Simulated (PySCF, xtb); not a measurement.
FS, SMILES F[S], multiplicity 2.

Geometry: PBE0-D3(BJ)/def2-TZVPD.

Computed with C-PCM-PBE0/def2-TZVPD (PySCF).

The values are the electrostatic part of the solvation free energy, E(continuum) − E(gas) at the gas-phase geometry, in a cavity of scaled van der Waals radii (PySCF's table); cavitation and dispersion terms are not included. The dipole moment in vacuum is 0.70 D.

Computed values in water (ε = 78.36), toluene (ε = 2.37), n-hexane (ε = 1.88):
```
solvent       ε  ΔG(elec) (kcal/mol)  dipole (D)
--------  -----  -------------------  ----------
water     78.36                 -1.2        0.88
toluene    2.37                 -0.7        0.80
n-hexane   1.88                 -0.6        0.78
```

For comparison, GFN2-xTB/ALPB(water) (xtb, at the GFN2-xTB geometry, all terms of that model) gives 2.4 kcal/mol.
